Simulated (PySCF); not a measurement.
Input for PySCF:
```python
from pyscf import gto, scf, dft, tdscf

mol = gto.M(
    atom='''
B    -0.33769502   -0.17264579   -0.01186706
F    -1.51149159   -0.77274655   -0.05311588
S    -0.22763847    1.44754338   -0.79788070
H     1.05430138    1.69941210   -0.54902815
S     0.99490062   -1.05528239    0.82484334
H     1.96140358   -0.15763998    0.65500414
''',
    basis='6-31g',
    verbose=3,
)

mf = dft.RKS(mol)
mf.xc = 'lc_wpbe'
mf.kernel()
td = mf.TDDFT()
td.nstates = 5
td.kernel()
td.analyze()
```

### Question
What does this run give for the HOMO energy, nuclear repulsion energy, HOMO-LUMO gap?

### Answer

The HOMO energy comes out as -10.69 eV and the nuclear repulsion energy is 187.3850 Eh. The HOMO-LUMO gap is 12.57 eV.

### Question
Roughly what does it cost on one core?

### Answer
about 40 core-seconds (a rough figure).
